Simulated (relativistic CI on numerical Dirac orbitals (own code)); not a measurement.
Sb XI: q coefficients and field-shift factors

Computed by Dirac-Coulomb-Breit CI, separate exchange-only KLI orbitals for each configuration, derivatives by finite differences, unscaled Slater integrals, QED left out (own radial code, finite nucleus).

Configurations in the expansion (outside the closed core [Ar] 3d10): 4s2 4p6 4d5, 4s2 4p5 4d6, 4s2 4p6 4d4 5s, 4s2 4p4 4d7, 4s 4p6 4d6, 4s2 4p6 4d4 5p, 4s2 4p6 4d3 5s2, 4p6 4d7. Levels of other configurations are missing.

With x = (α/α₀)² − 1 an excitation energy changes as ω = ω₀ + qx; K = 2q/ω₀ is the relative enhancement. Terms are leading LS components, so labels can repeat. The field-shift factor is F = δν/δ⟨r²⟩ for the transition from the lowest level.

Lowest level 4s2 4p6 4d5 6S_5/2.

| Level | ω₀ (cm⁻¹) | q (cm⁻¹) | F (GHz/fm²) |
| --- | --- | --- | --- |
| 4s2 4p6 4d5 4G_5/2 | 38722.6 | -11440 | -0.0746 |
| 4s2 4p6 4d5 4P_3/2 | 43911.7 | -3559 | -0.0115 |
| 4s2 4p6 4d5 4G_7/2 | 44245.8 | -2234 | 0.0719 |
| 4s2 4p6 4d5 4G_5/2 | 44470.0 | -480.2 | 0.0636 |
| 4s2 4p6 4d5 4G_11/2 | 45474.3 | 206 | 0.111 |
| 4s2 4p6 4d5 4G_9/2 | 46196.8 | 1599 | 0.124 |
| 4s2 4p6 4d5 4P_1/2 | 46835.5 | 241.4 | 0.0304 |
| 4s2 4p6 4d5 4D_7/2 | 53072.1 | 2887 | 0.0864 |
| 4s2 4p6 4d5 4D_5/2 | 56248.5 | 3069 | 0.0956 |
| 4s2 4p6 4d5 4D_1/2 | 56829.6 | 7435 | 0.128 |
| 4s2 4p6 4d5 4D_3/2 | 58115.7 | 8263 | 0.142 |
| 4s2 4p6 4d5 2I_11/2 | 65548.3 | -312.3 | 0.199 |
| 4s2 4p6 4d5 2D_5/2 | 66326.6 | 7556 | 0.159 |
| 4s2 4p6 4d5 2D_3/2 | 66470.5 | 922.4 | 0.0951 |
| 4s2 4p6 4d5 2F_7/2 | 67594.0 | -2749 | 0.0191 |
| 4s2 4p6 4d5 2I_13/2 | 69768.5 | 4701 | 0.263 |
| 4s2 4p6 4d5 4F_9/2 | 69879.5 | -705.2 | 0.132 |
| 4s2 4p6 4d5 4F_5/2 | 73529.9 | 5961 | 0.167 |
| 4s2 4p6 4d5 2H_9/2 | 77834.4 | 4400 | 0.226 |
| 4s2 4p6 4d5 2F_7/2 | 78154.2 | 12280 | 0.281 |
| 4s2 4p6 4d5 4F_3/2 | 78841.2 | 11680 | 0.22 |
| 4s2 4p6 4d5 2G_7/2 | 82379.5 | 6975 | 0.161 |
| 4s2 4p6 4d5 2F_5/2 | 83819.3 | 6725 | 0.248 |

At this charge energies of transitions that change n are usually good to better than 1 %, and those within a shell (Δn = 0) to a few per cent. Terms inside the open d or f shell come out 10 to 20 % too wide with unscaled integrals. Levels and lines within the n = 5 or 6 shells can be off by up to 10 % or somewhat more, and those that change n by about 2 %, since core polarisation is missing.

(1) Which transition from the lowest level has the largest |K|?

## Answers

(1) 4s2 4p6 4d5 4G_5/2 at 38722.6 cm⁻¹, K = -0.591.
